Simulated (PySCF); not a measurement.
C₃H₇Si, SMILES C1C[SiH]C1 (connectivity only; charge and spin as stated), charge +1, multiplicity 1.

The structure is a stationary point at r2SCAN-D4/def2-SVP. A frequency run showed that this geometry is not a minimum. The spin state was assumed, not searched. The isomer is the one that the SMILES or the coordinates give; other isomers of the formula were not compared.

Method: TDA-PBE/def2-SVPD (PySCF).

Vertical excitations. Isolated molecule, no solvent. State labels are in the subgroup Cs.

Computed UV-visible absorptions:
| state | symmetry | energy (eV) | λ (nm) | f | main pairs |
|---|---|---|---|---|---|
| S1 | A' | 3.72 | 333 | 0.002 | HOMO→LUMO 100 % |
| S2 | A" | 4.24 | 292 | 0.000 | HOMO−1→LUMO 99 % |
| S3 | A' | 4.41 | 281 | 0.012 | HOMO−2→LUMO 98 % |
| S4 | A" | 5.01 | 248 | 0.000 | HOMO−3→LUMO 100 % |
| S5 | A" | 6.26 | 198 | 0.070 | HOMO−4→LUMO 95 % |
| S6 | A" | 7.16 | 173 | 0.001 | HOMO→LUMO+2 93 % |
| S7 | A' | 7.37 | 168 | 0.047 | HOMO→LUMO+1 68 %, HOMO−1→LUMO+2 18 % |
| S8 | A' | 7.42 | 167 | 0.002 | HOMO−2→LUMO+1 73 %, HOMO−5→LUMO 26 % |
| S9 | A' | 7.55 | 164 | 0.017 | HOMO−5→LUMO 71 %, HOMO−2→LUMO+1 26 % |
| S10 | A" | 7.63 | 163 | 0.038 | HOMO−1→LUMO+1 83 % |
| T1 | A' | 3.33 | 372 | 0 | HOMO→LUMO 100 % |
| T2 | A" | 3.74 | 332 | 0 | HOMO−1→LUMO 99 % |
| T3 | A' | 3.98 | 311 | 0 | HOMO−2→LUMO 99 % |
| T4 | A" | 4.90 | 253 | 0 | HOMO−3→LUMO 99 % |
Triplets are in the Tamm–Dancoff approximation.
